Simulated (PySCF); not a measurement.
A structure optimised at PBE-D3(BJ)/def2-TZVPD, used in a PySCF frequency run:

```xyz
6

P      0.0000     0.0000     0.0000
H      0.0000     0.0000     1.4923
H      0.0000     0.0000    -1.4923
H      1.4405     0.0000     0.0000
H     -0.7202     1.2475     0.0000
H     -0.7202    -1.2475     0.0000
```

### Question
Write its SMILES, formula and point group.

### Answer
[H][P@TB7]([H])([H])([H])[H], H₅P, D3h

### Question
What are its rotational constants (standard atomic weights)?

### Answer
80.542, 66.263, 66.263 GHz
